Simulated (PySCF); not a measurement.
CrO2Cl2 (singlet state).
Cartesian coordinates in Å at the PBE0-D3(BJ)/def2-SVP level; atoms count from 1:
```
atom  x, y, z in Å
Cr1    0.0926   -0.0012    0.0757
O2     0.0793   -0.0366    1.6010
O3     1.5395    0.0080   -0.4024
Cl4   -0.8580    1.7622   -0.5964
Cl5   -0.8535   -1.7325   -0.6779
```

Method used: PySCF, PBE0-D3(BJ)/def2-SVP geometry optimisation, gas phase.

Task: Which atoms are bound to Cr1, and at what distances?

Result: 4 atoms: O3 1.524 Å, O2 1.526 Å, Cl5 2.112 Å, Cl4 2.113 Å.

Task: List the angles at Cr1.

Result: 
```csv
angle,degrees,distance of the outer atoms (Å)
Cl4–Cr1–Cl5,111.7,3.50
O2–Cr1–Cl5,109.5,2.99
O2–Cr1–Cl4,109.5,2.99
O3–Cr1–Cl4,108.8,2.98
O2–Cr1–O3,108.8,2.48
O3–Cr1–Cl5,108.6,2.97
```

Task: What is the shape at Cr1?

Result: Tetrahedral: angles from 108.6° to 111.7°; τ4 = (360° − α − β)/141° = 0.98 with α and β the two widest (0 for a square, 1 for a tetrahedron). Differences among atoms that C2v makes equivalent are scatter left by the optimiser.

Task: What are the rotational constants (commonest isotopes, rigid rotor)?

Result: A = 3293, B = 1923, C = 1589 MHz: an asymmetric top.

Point group: C2v (tolerance 0.08 Å). Charge 0, singlet. No PBE0-D3(BJ)/def2-SVP frequencies stand behind this structure, so it isn't proved a minimum.
